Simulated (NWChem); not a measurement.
# C2H6AlFO; SMILES C[O][Al]([CH3])[F]

```xyz
11

Al     0.2293     0.3522    -0.2418
F     -1.2542     0.6911    -0.9267
C      1.5199     1.7565     0.0609
H      2.4402     1.3684     0.5221
H      1.1056     2.5359     0.7208
H      1.7911     2.2516    -0.8855
O      0.5562    -1.2503     0.1723
C     -0.0234    -2.5117     0.1447
H     -0.0930    -2.9306     1.1644
H     -1.0417    -2.5089    -0.2859
H      0.5903    -3.2091    -0.4531
```
Atoms are numbered in this order, from 1.

Level: PBE0/def2-SVP (NWChem), optimised geometry, unscaled harmonic frequencies. 

```tsv
frequency (cm⁻¹)	IR intensity (km/mol)
44	0.2
71	0.0
92	7.1
111	2.5
176	7.0
247	51.3
288	37.0
570	2.4
669	73.4
690	17.5
780	96.8
890	157.9
1188	18.4
1192	0.1
1216	17.3
1277	391.1
1423	2.5
1426	2.2
1476	2.0
1479	2.6
1484	17.2
3009	97.6
3058	0.8
3093	42.0
3097	39.4
3154	1.3
3175	1.5
```

| Item | Value |
|---|---|
| zero-point energy | 50.5 kcal/mol |
| thermal correction to the enthalpy at 298.15 K (with zero-point energy) | 56.2 kcal/mol |
| heat capacity Cv | 24.4 cal/(mol K) |
| entropy at 298.15 K and 1 atm (symmetry number 1) | 89.7 cal/(mol K) |
| dipole moment | 1.08 D |

Rigid rotor and harmonic oscillator; modes under 100 cm⁻¹ make the entropy uncertain.
